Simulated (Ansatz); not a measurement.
Consider the formal exchange of groups at a C–Si bond: `C[SiH2]C#N` + `[SiH3]C=S` → `CC([SiH3])=S` + `N#C[SiH3]`.

Computed with Ansatz on PBE0-D4/def2-TZVP structures; ΔE is electronic, products minus reactants. CBS: MP2 limit from def2 TZ/QZ plus the TZ coupled-cluster correction, frozen cores. This one scheme is used for every species. DFT in def2-TZVPP.

```json
{"species": "`C[SiH2]C#N`", "LDA (SPW92) energy (Eh)": "-421.16077"}
{"species": "`[SiH3]C=S`", "LDA (SPW92) energy (Eh)": "-725.26525"}
{"species": "`CC([SiH3])=S`", "LDA (SPW92) energy (Eh)": "-764.23173"}
{"species": "`N#C[SiH3]`", "LDA (SPW92) energy (Eh)": "-382.18795"}
```

(1) Work out ΔE.

Largest T1 diagnostic among the species: 0.016.

Results:

(1) ΔE = (-764.23173) + (-382.18795) − (-421.16077) − (-725.26525) = 0.00634 Eh = +0.17 eV. CCSD(T)/CBS gives +0.29 eV.

The D4 term adds −0.04 eV with B3LYP and −0.02 eV with PBE0; it sums over pairs of atoms, weighted by their polarisabilities, and B3LYP, whose exchange is more repulsive, gets the larger term. At CCSD(T), def2-SVP lies −0.15 eV from the extrapolated value and def2-TZVPP −0.00 eV.

B3LYP here is the variant with VWN-RPA as its local correlation; programs differ in this.
